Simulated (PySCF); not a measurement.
# Radial density of N²⁺ (nitrogen, charge +2)

B3LYP, [He] 2s2 3d1, 2D determinant (an excited configuration). All numbers are calculated (PySCF 2.14, the non-relativistic Hamiltonian (point nucleus), in aug-cc-pVTZ (5s4p3d2f, 46 functions)).

```
r (bohr)  4πr²ρ (e/bohr)  4πr²(ρα − ρβ)
 0.00424         0.04471         0.0000
 0.00713          0.1220         0.0000
  0.0120          0.3214        -0.0001
  0.0202          0.8125        -0.0002
  0.0339           1.896        -0.0005
  0.0571           3.894        -0.0010
  0.0960           6.425        -0.0015
   0.161           7.384        -0.0012
   0.272           4.656         0.0001
   0.457           1.559         0.0007
   0.768           1.878         0.0200
    1.29           1.521         0.1311
    2.17          0.5241         0.3565
    3.66          0.2663         0.2649
    6.15        0.003478         0.0035
```

The outer electron is Rydberg-like, and this basis confines it to a smaller radius and binds it less than a complete one would.
